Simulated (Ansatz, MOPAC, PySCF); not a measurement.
Complex: N2 (SMILES N#N) (first 2 atoms) with AsH3 (SMILES [AsH3]); geometry from B3LYP-D3(BJ)/def2-TZVP, rigid monomers moved along the line of their centres of mass till N2···As3 is 3.17 Å.
(charge 0, multiplicity 1):
```xyz
6

N      0.2416    -0.2329    -1.0082
N      0.4601    -0.6963    -0.0452
As    -0.3052     0.0342     2.9404
H      1.1795    -0.3028     3.0112
H     -0.6885    -1.4341     2.7964
H     -0.4500    -0.0152     4.4584
```

Monomers are frozen at their geometry in the pair; levels with a basis set take the counterpoise correction. Rows marked so take none.

Correlated levels freeze the cores. Filled d and f shells under p-block atoms count as core. CBS(a, b) extrapolates the correlation energy as X⁻³ and adds the Hartree–Fock energy of set b. Rows in 3-21G, 6-31G*, STO-3G carry no dispersion term and start afresh at each structure (6-31G* with six Cartesian d functions); the Pople sets are all-electron and without relativity. MP2/6-31G* freezes PySCF's default core, which leaves 3d correlated. The state reached by AM1 isn't checked.

Programs: Ansatz (Gaussian orbitals); MOPAC for AM1 (differences of heats of formation); PySCF for 3-21G rows, 6-31G* rows, STO-3G rows, the dispersion terms. 

Other levels give for the interaction energy: PBE/def2-TZVPPD 0.44; B3LYP/def2-TZVPPD 1.15; B3LYP-D3(BJ)/def2-TZVPPD -0.26; wB97M-V/def2-TZVPPD -0.06; CCSD(T)/CBS(aug-cc-pVDZ, aug-cc-pVTZ) -0.02 kcal/mol.

Common cheap choices:

```tsv
level	interaction energy (kcal/mol)	less -0.02 (CCSD(T)/CBS(aug-cc-pVDZ, aug-cc-pVTZ))
AM1	0.09	0.12
HF/STO-3G (no counterpoise)	0.43	0.46
HF/6-31G*	1.70	1.73
HF/6-31G* (no counterpoise)	1.32	1.34
B3LYP/3-21G (no counterpoise)	-1.73	-1.71
B3LYP/6-31G*	1.05	1.07
B3LYP/6-31G* (no counterpoise)	0.28	0.31
MP2/6-31G*	0.62	0.64
```

Ansatz is an electronic-structure program.
